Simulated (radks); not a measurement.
All-electron atom: Ta in [Xe] 4f14 5d3 6s1 7d1 (not the ground configuration). All-electron calculation, scalar-relativistic Kohn-Sham, SCAN, spin-polarised, spherical densities, finite nucleus; open shells are filled with parallel spins first (spin-orbit coupling, left out, can overturn this in heavy ions); meta-GGA in the generalised Kohn-Sham scheme; Fermi nuclear charge, rms radius 5.3507 fm. Program: a radial shooting solver on a logarithmic mesh with Libxc functionals.

Unscreened Slater integrals over Kohn-Sham orbitals (hartree). They are taken over the spin-up orbitals.

| integral | value |
|---|---|
| F0(7d,7d) | 0.043180 |
| F2(7d,7d) | 0.022857 |
| F4(7d,7d) | 0.016032 |
| F0(7d,5d) | 0.062626 |
| F2(7d,5d) | 0.0050993 |
| F4(7d,5d) | 0.0020046 |
| G0(7d,5d) | 0.0013678 |
| G2(7d,5d) | 0.0015893 |
| G4(7d,5d) | 0.0012311 |
| F0(7d,6s) | 0.061759 |
| G2(7d,6s) | 0.0016420 |
| F0(7d,4f) | 0.064203 |
| F2(7d,4f) | 0.0016569 |
| F4(7d,4f) | 0.00066519 |
| G1(7d,4f) | 0.00055058 |
| G3(7d,4f) | 0.00048515 |
| G5(7d,4f) | 0.00037899 |
| F0(5d,5d) | 0.43191 |
| F2(5d,5d) | 0.21829 |
| F4(5d,5d) | 0.14163 |
| F0(5d,6s) | 0.34457 |
| G2(5d,6s) | 0.11219 |
| F0(5d,4f) | 0.56884 |
| F2(5d,4f) | 0.12022 |
| F4(5d,4f) | 0.055113 |
| G1(5d,4f) | 0.048724 |
| G3(5d,4f) | 0.040328 |
| G5(5d,4f) | 0.030894 |
| F0(6s,6s) | 0.30461 |
| F0(6s,4f) | 0.39975 |
| G3(6s,4f) | 0.013280 |
| F0(4f,4f) | 1.4460 |
| F2(4f,4f) | 0.69119 |
| F4(4f,4f) | 0.43449 |
| F6(4f,4f) | 0.31283 |

Derived for the open shells (J is the average intra-shell exchange parameter used in DFT+U). 5d: Racah B = F2/49 - 5 F4/441 = 0.002849 hartree, C = 35 F4/441 = 0.01124 hartree, C/B = 3.95, F4/F2 = 0.649, J = (F2 + F4)/14 = 0.02571 hartree. 7d: Racah B = F2/49 - 5 F4/441 = 0.0002847 hartree, C = 35 F4/441 = 0.001272 hartree, C/B = 4.47, F4/F2 = 0.701, J = (F2 + F4)/14 = 0.002778 hartree.
